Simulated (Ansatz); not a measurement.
`F[SiH2]B1CO[SiH2]1` + H₂ → `B1CO[SiH2]1` + `F[SiH3]` at 298.15 K and 1 bar (hydrogenolysis of a B–Si bond).

Computed with Ansatz on PBE0-D4/def2-TZVP structures; ΔE is electronic, products minus reactants. CCSD(T)/CBS is the MP2 limit (def2-TZVPP, def2-QZVPP) plus CCSD(T) − MP2 in def2-TZVPP, frozen cores. This one scheme is used for every species. One conformer a species, not always the lowest.

```
             species  CCSD(T)/CBS energy (Eh)  H − E (kJ/mol)  S (J/(mol·K))
`F[SiH2]B1CO[SiH2]1`               -819.60655           211.6          380.4
                  H₂                 -1.17544            35.1          130.4
       `B1CO[SiH2]1`               -430.06961           171.5          293.3
           `F[SiH3]`               -390.72345            82.7          238.5
```

H − E and S are ideal-gas, rigid-rotor, harmonic terms from PBE0-D4/def2-TZVP, for one conformer and one mirror image of each species. The MP2-based limit puts H₂ 0.8 mEh under its directly extrapolated value; such offsets cancel only in part. 1 Eh = 2625.50 kJ/mol, R = 8.31446 J/(mol·K).

Q: By hand: ΔE, ΔH, ΔS and ΔG.

A: ΔE = (-430.06961) + (-390.72345) − (-819.60655) − (-1.17544) = -0.01107 Eh = -29.1 kJ/mol. Δ(H − E) = 171.5 + 82.7 − 211.6 − 35.1 = 7.5, so ΔH = -21.6 kJ/mol. ΔS = 293.3 + 238.5 − 380.4 − 130.4 = 21.0 J/(mol·K). ΔG = -21.6 − 298.15 × (21.0)/1000 = -27.9 kJ/mol.

Q: By hand: the equilibrium constant, and the temperature at which ΔG would vanish if ΔH and ΔS stayed fixed.

A: log₁₀ K = −ΔG/(RT ln 10) = 4.9. ΔH and −TΔS have one sign here, so there is no such temperature.

ΔH outweighs TΔS. A doubt of 5 kJ/mol in ΔE shifts log₁₀ K by 0.9 here. Other conformers and mirror images would add mixing entropy, several J/(mol·K) or more a flexible species. Modes under 60 cm⁻¹, often nearly free rotors, make the harmonic entropy too high. These are equilibria of isolated gas molecules and say nothing of rates. Largest T1 diagnostic: 0.013 (customary marks: 0.02 for closed shells, 0.045 for open ones).
